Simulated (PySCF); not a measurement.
C6H5I, SMILES C#C/C=C(\I)C=C. Coordinates come from a PBE-D3(BJ)/def2-SVP optimisation. The structure was generated by enumeration; whether it is a known compound was not checked. The def2 effective core potentials stand for the cores of I; spin–orbit coupling is left out. Other conformers were not sampled.

Task: Give the equilibrium geometry at PBE-D3(BJ)/def2-SVP (PySCF confirms it by a frequency run) as bond lengths and angles, and its point group. (Estimate from the structure and the level; the computed values follow.)

Result: This is not unique; one that fits is point group Cs.
Atoms: C1 C2 C3 C4 I5 C6 C7 H8 H9 H10 H11 H12. Bond lengths (Å): C1–C2 1.228, C1–H8 1.081, C2–C3 1.410, C3–C4 1.371, C3–H9 1.107, C4–I5 2.124, C4–C6 1.453, C6–C7 1.352, C6–H10 1.106, C7–H11 1.101, C7–H12 1.100. Bond angles (°): C2–C1–H8 178.8, C1–C2–C3 177.4, C2–C3–C4 127.7, C2–C3–H9 116.5, C4–C3–H9 115.8, C3–C4–I5 119.2, C3–C4–C6 121.9, I5–C4–C6 118.9, C4–C6–C7 128.2, C4–C6–H10 113.1, C7–C6–H10 118.8, C6–C7–H11 121.4, C6–C7–H12 120.7, H11–C7–H12 118.0.
Charge 0, spin multiplicity 1.
